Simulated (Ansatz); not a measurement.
C2H4O2, SMILES `C=C(O)O` (O–C–O–H torsion -42°, O–C–O–H torsion -42°) (charge 0, multiplicity 1).

Z-matrix (Å, degrees):
```
C
C 1 1.3240
O 1 1.3571 2 122.80
H 3 0.9640 1 108.60 2 137.88
O 1 1.3571 2 122.80 3 179.99
H 5 0.9640 1 108.60 2 137.89
H 2 1.0792 1 119.85 3 -7.14
H 2 1.0792 7 120.29 1 179.99
```
Charge 0, multiplicity 1.

Frozen-core energies in 6-31g from Ansatz (an electronic-structure program) at a geometry from PBE0-D3(BJ)/def2-TZVP; the HF reference has <S^2> = 0.00 and the T1 diagnostic is 0.011.

| level | energy (Ha) |
|---|---|
| HF | -227.64908 |
| MP2 | -228.06523 |
| CCSD | -228.08979 |
| CCSD(T) | -228.10024 |

### Question
Estimate the energies of CCSDT and CCSDT(Q), and give each level's difference from CCSDT(Q).

### Answer

```csv
level,energy (Ha),difference from CCSDT(Q) (mHa)
MP2,-228.06523,36.96
CCSD,-228.08979,12.40
CCSD(T),-228.10024,1.95
CCSDT,-228.10073,1.46
CCSDT(Q),-228.10219,0.00
```
